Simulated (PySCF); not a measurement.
Predicted microwave data (CAM-B3LYP/def2-SVPD in PySCF (dipole) on a GFN2-xTB geometry, gas phase) for one isomer of H9NO3Si3:

```
Rotational constants : A = 1672, B = 1186, C = 845.0 MHz
Dipole components    : |μa| = 0.66 D, |μb| = 1.64 D, |μc| = 1.01 D
Inertial defect      : -130.13 u·Å²
κ                    : -0.17
```

Question: Which candidate fits, each taken in the one conformer that was computed?
A. `[NH2:1][Si@H:2]([O:3][SiH3:4])[O:5][SiH2:6][OH:7]` with H–N1–Si2–O3 -52° and 174°, N1–Si2–O3–Si4 -96°, N1–Si2–O5–Si6 80°, Si2–O5–Si6–O7 -21°, O5–Si6–O7–H -25°
B. `[OH:1][SiH2:2][N:3]([SiH2:4][OH:5])[SiH2:6][OH:7]` with H–O1–Si2–N3 4°, O1–Si2–N3–Si4 -4°, Si2–N3–Si4–O5 0°, N3–Si4–O5–H -179°, Si2–N3–Si6–O7 180°
C. `[NH2:1][Si:2]([OH:3])([O:4][SiH3:5])[O:6][SiH3:7]` with H–N1–Si2–O3 -169° and 57°, N1–Si2–O3–H 59°, N1–Si2–O4–Si5 -165°, N1–Si2–O6–Si7 139°

Answer: A. It is N[Si@H](O[SiH3])O[SiH2]O, an asymmetric top, point group C1. The candidates at the same level (rigid rotor, commonest isotopes):

```json
{"SMILES": "N[Si](O)(O[SiH3])O[SiH3]", "A (MHz)": "1457", "B (MHz)": "1273", "C (MHz)": "837.2", "μa (D)": "0.35", "μb (D)": "0.09", "μc (D)": "0.62", "Δ (u·Å²)": "-140.11", "point group": "C1", "rotor": "asymmetric top"}
{"SMILES": "O[SiH2]N([SiH2]O)[SiH2]O", "A (MHz)": "2068", "B (MHz)": "1176", "C (MHz)": "770.4", "μa (D)": "2.70", "μb (D)": "2.06", "μc (D)": "0.07", "Δ (u·Å²)": "-18.00", "point group": "near Cs", "rotor": "asymmetric top"}
{"SMILES": "N[Si@H](O[SiH3])O[SiH2]O", "A (MHz)": "1672", "B (MHz)": "1186", "C (MHz)": "845.0", "μa (D)": "0.66", "μb (D)": "1.64", "μc (D)": "1.01", "Δ (u·Å²)": "-130.13", "point group": "C1", "rotor": "asymmetric top"}
```

`O[SiH2]N([SiH2]O)[SiH2]O` has A 24 % too high; `N[Si](O)(O[SiH3])O[SiH3]` has A 13 % too low. No structure here is proved a minimum.
